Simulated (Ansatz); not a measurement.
Correlation energies of Ge2H12Si4 (`[SiH2]1[SiH2][SiH2][GeH2][GeH2][SiH2]1`) by basis set

```json
{"atom": "Si1", "x (Å)": "1.948", "y (Å)": "-0.777", "z (Å)": "-0.492"}
{"atom": "Si2", "x (Å)": "1.151", "y (Å)": "1.057", "z (Å)": "-1.717"}
{"atom": "Si3", "x (Å)": "-0.988", "y (Å)": "1.672", "z (Å)": "-0.984"}
{"atom": "Ge4", "x (Å)": "-1.137", "y (Å)": "1.308", "z (Å)": "1.363"}
{"atom": "Ge5", "x (Å)": "-1.110", "y (Å)": "-1.095", "z (Å)": "1.746"}
{"atom": "Si6", "x (Å)": "0.153", "y (Å)": "-2.177", "z (Å)": "0.035"}
{"atom": "H7", "x (Å)": "2.534", "y (Å)": "-0.279", "z (Å)": "0.786"}
{"atom": "H8", "x (Å)": "3.018", "y (Å)": "-1.484", "z (Å)": "-1.250"}
{"atom": "H9", "x (Å)": "1.102", "y (Å)": "0.699", "z (Å)": "-3.163"}
{"atom": "H10", "x (Å)": "2.080", "y (Å)": "2.210", "z (Å)": "-1.553"}
{"atom": "H11", "x (Å)": "-1.288", "y (Å)": "3.084", "z (Å)": "-1.353"}
{"atom": "H12", "x (Å)": "-1.995", "y (Å)": "0.794", "z (Å)": "-1.644"}
{"atom": "H13", "x (Å)": "0.082", "y (Å)": "1.942", "z (Å)": "2.061"}
{"atom": "H14", "x (Å)": "-2.408", "y (Å)": "1.934", "z (Å)": "1.967"}
{"atom": "H15", "x (Å)": "-0.475", "y (Å)": "-1.391", "z (Å)": "3.119"}
{"atom": "H16", "x (Å)": "-2.557", "y (Å)": "-1.624", "z (Å)": "1.766"}
{"atom": "H17", "x (Å)": "0.600", "y (Å)": "-3.524", "z (Å)": "0.484"}
{"atom": "H18", "x (Å)": "-0.708", "y (Å)": "-2.347", "z (Å)": "-1.170"}
```

Charge 0, multiplicity 1. Correlated methods include outer-core shells of Ge, which these sets cover unevenly. Scalar relativity is left out up to krypton. All single points use the PBE0-D4/def2-TZVP geometry. Frozen core, restricted reference, Ansatz 0.2.0.

```
     basis      HF (Eh)  MP2 corr.  CCSD corr.       (T)  CCSD(T) total
  def2-SVP  -5312.57494   -0.86523           ?  -0.03105              ?
def2-TZVPP            ?   -1.01944           ?         ?              ?
def2-QZVPP  -5313.62901   -1.58398           –         –              –
```

Q: Fill in the withheld values. (An estimate is asked.)

A: Ansatz gave: def2-SVP CCSD corr.: -0.95264; def2-SVP CCSD(T) total: -5313.55863; def2-TZVPP HF (Eh): -5313.51084; def2-TZVPP CCSD corr.: -1.11140; def2-TZVPP (T): -0.04497; def2-TZVPP CCSD(T) total: -5314.66721.
